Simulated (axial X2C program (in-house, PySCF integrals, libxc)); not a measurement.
## LiAs⁺: cheaper levels and CCSD(T), 2c

All values were computed with an in-house relativistic program for diatomic molecules. Two-component (2c) means X2C with spin–orbit coupling and atomic mean-field two-electron Coulomb and Gaunt terms. Basis: As dyall-cv3z [9s9p6d4f1g], Li dyall-cv3z [7s8p2d] (cores contracted in-house); Gaussian nuclei, density fitting, unrestricted open shells. Masses: As 74.922 u, Li 7.016 u.

State: Ω = 3/2 (⟨Sz⟩ = 1.49, ⟨Lz⟩ = 0.01 at HF); fragments As + Li+.

```csv
level,Re (Å),ωe (cm⁻¹),De (eV)
PBE0,2.739,232.0,0.470
HF,2.788,223.3,0.401
MP2,2.787,222.9,0.400
CCSD,2.785,223.6,0.401
PBE,2.753,227.4,0.493
```

Correlated methods: 5 electrons correlated (number of frozen shells: As 3 s, 2 p, 1 d; Li 1 s), 207 virtual spin orbitals or spinors in MP2, 53 natural virtuals in coupled cluster.

CCSD(T), same Hamiltonian and basis:

Re = 2.785 Å, ωe = 223.7 cm⁻¹, De = 0.40 eV; T1 = 0.006 (Lee–Taylor normalisation).

Task: Give the differences from CCSD(T) in the columns below.

Result: 

```json
{"level": "PBE0", "ΔRe (Å)": "-0.046", "Δωe (cm⁻¹)": "8.3", "ΔDe (eV)": "0.07"}
{"level": "HF", "ΔRe (Å)": "0.003", "Δωe (cm⁻¹)": "-0.4", "ΔDe (eV)": "0.00"}
{"level": "MP2", "ΔRe (Å)": "0.002", "Δωe (cm⁻¹)": "-0.8", "ΔDe (eV)": "0.00"}
{"level": "CCSD", "ΔRe (Å)": "0.000", "Δωe (cm⁻¹)": "-0.1", "ΔDe (eV)": "0.00"}
{"level": "PBE", "ΔRe (Å)": "-0.032", "Δωe (cm⁻¹)": "3.7", "ΔDe (eV)": "0.09"}
```

The state is a single determinant with fixed occupations, the lowest that a limited PBE0 search found. De is counted from the lowest determinant-based energies of the atoms at the same level, without counterpoise correction. Density functionals use the spin component along the axis (collinear). Coupled cluster ran in a truncated set of natural virtual spinors; the MP2 energy of the rest was added. (T) has no such correction and the atoms are truncated less, which lowers De at CCSD(T) by a hundredth of an eV or more. With several unpaired electrons one determinant need not be a pure state. This is the top spin component of a Σ state; components of lower Ω are not single determinants and can lie lower.
